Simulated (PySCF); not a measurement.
# Dipole moment and polarisability of `CC[Si@@]([SiH3])(P)OC`

C3H13OPSi2.
Cartesian coordinates in Å at the PBE0-D3(BJ)/def2-SVP level; atoms count from 1:
```
atom  x, y, z in Å
C1     1.278   -2.199    0.150
C2     1.451   -0.697   -0.059
Si3   -0.040    0.334    0.454
Si4   -1.961   -0.285   -0.763
P5    -0.356    0.100    2.682
O6     0.258    1.970    0.268
C7     0.338    2.631   -0.961
H8     0.402   -2.591   -0.392
H9     1.139   -2.447    1.214
H10    2.156   -2.763   -0.202
H11    1.663   -0.477   -1.120
H12    2.318   -0.318    0.511
H13   -1.745   -0.307   -2.246
H14   -2.397   -1.655   -0.345
H15   -3.076    0.669   -0.467
H16   -0.930   -1.203    2.545
H17   -1.626    0.755    2.669
H18    0.385    3.716   -0.780
H19   -0.542    2.434   -1.602
H20    1.241    2.345   -1.531
```

Level: PBE0/def2-SVPD (PySCF), static field, nuclei fixed, core orbitals frozen in the response. The polarisability tensor in these axes (au):

```
x   123.73  -1.09   4.07
y    -1.09 121.43  -2.56
z     4.07  -2.56 136.92
```

Q: Diagonalise the tensor; give its mean and Δα, where Δα² is half the sum of the squared differences of the eigenvalues.

A: Principal values 120.91, 122.65 and 138.52 au; mean 127.36 au = 18.87 Å³ = 21.00 × 10⁻⁴⁰ C²·m²/J; Δα = 16.81 au (13 % of the mean).

Q: What is the dipole moment, and where does it point?

A: (0.52, -0.43, -1.52) D, 1.66 D in size, pointing from the negative to the positive side. Measured along this direction, the outermost atoms are H17 at the negative end and H11, H13 and H10 at the positive end.

Q: In TDDFT the mean static polarisability is Σ f/ω² over all singlet excitations (ω in hartree). How much of it do the 10 lowest give? Their energies (eV) and oscillator strengths: 5.80, 0.0468; 6.10, 0.0660; 6.29, 0.0156; 6.38, 0.1133; 6.57, 0.0904; 6.67, 0.0461; 6.77, 0.0976; 7.01, 0.1485; 7.14, 0.0044; 7.19, 0.0083.

A: They add up to 11.02 au, 8.7 % of the 127.36 au; the largest single term is 2.24 au, from the state at 7.01 eV. Terms in order: 1.03, 1.31, 0.29, 2.06, 1.55, 0.77, 1.58, 2.24, 0.06, 0.12 au. Higher excitations give the rest. The strengths listed sum to 0.637.

Q: What molar refraction does this α imply?

A: Lorentz–Lorenz: R = (4π/3)N_A α = 2.5225 cm³/(mol·Å³) × 18.87 Å³ = 47.6 cm³/mol, in the limit of long wavelengths.

Q: Find the Langevin capture rate constant for NO+ (29.998 u) meeting this molecule (152.024 u), k = 2.342 × 10⁻⁹ cm³/s × √(α in Å³ / reduced mass in u).

A: The reduced mass is 25.05 u, so k = 2.03 × 10⁻⁹ cm³/s. The formula leaves out the permanent dipole, which adds to the capture rate.

Q: Refractivity n − 1 of an ideal gas of it at 400 K and 1 atm, from the electronic α?

A: N = p/kT = 1.8347 × 10¹⁹ cm⁻³, so n − 1 = 2π × N × 18.87 × 10⁻²⁴ cm³ = 2176 × 10⁻⁶ at long wavelengths, for an ideal gas.

Q: Orientational against electronic polarisability at 500 K (dilute gas, rigid molecules)?

A: In Gaussian units μ²/3kT = 13.36 Å³ against 18.87 Å³, a ratio of 0.71; the Debye molar polarisation (4π/3)N_A(α + μ²/3kT) is 81.3 cm³/mol, leaving out the vibrational part.

One conformer (not necessarily the lowest) at the PBE0-D3(BJ)/def2-SVP geometry, without solvent, vibrations or thermal averaging.
